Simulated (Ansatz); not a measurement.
`C[SiH2]CCF` + `[OH][In]([SH])[O][SiH3]` → `C[O][In]([SH])[O][SiH3]` + `FCC[SiH3]`  (substitution at a C–Si bond)

Calculated with Ansatz (gas phase, PBE0-D4/def2-TZVP geometries, no zero-point term in ΔE). CBS: MP2 limit from def2 TZ/QZ plus the TZ coupled-cluster correction, frozen cores. DFT in def2-TZVPP. B3LYP here is the variant with VWN-RPA as its local correlation; programs differ in this. def2 core potentials past Kr. For In outer-core shells are correlated without core-valence functions, which leaves a few kJ/mol of doubt a bond. One conformer a species, not always the lowest.

Question: Is it downhill or uphill in electronic energy at CCSD(T)/CBS, and by how much? (Estimate.)

Answer: The calculation gave: Uphill: ΔE = +26.1 kcal/mol.

Question: What do these levels give: LDA (SPW92), PBE-D4, B97M-V, PBE0-D4, B3LYP-D4, r2SCAN0-D4, PBE, r2SCAN, BHLYP, CCSD(T)/def2-SVP, MP2/def2-QZVPP, SCS-MP2/def2-QZVPP? (Best estimate.)

Answer: Ansatz gave: LDA (SPW92) 25.9, PBE-D4 25.3, B97M-V 25.8, PBE0-D4 25.8, B3LYP-D4 24.1, r2SCAN0-D4 26.3, PBE 25.2, r2SCAN 26.0, BHLYP 24.0, CCSD(T)/def2-SVP 20.2, MP2/def2-QZVPP 27.6, SCS-MP2/def2-QZVPP 25.6 kcal/mol.

Question: What do rigid-rotor, harmonic-oscillator terms from PBE0-D4/def2-TZVP frequencies (298.15 K, 1 bar) make of the CCSD(T)/CBS value? (Estimate.)

Answer: Computed: ΔZPE = -0.7 kcal/mol, ΔH = +25.5 kcal/mol, ΔS = 18 J/(mol·K), ΔG = +24.3 kcal/mol. Modes under 50 cm⁻¹ make the entropy rough.

Largest T1 diagnostic among the species: 0.016.

Leaving LDA and LC-ωPBE aside and taking each functional with its dispersion term where it has one, the values, not all of them listed here, spread over 2.8 kcal/mol, from BLYP-D4 to PBE-QIDH. At CCSD(T), def2-SVP lies −5.9 kcal/mol from the extrapolated value and def2-TZVPP −1.1 kcal/mol.
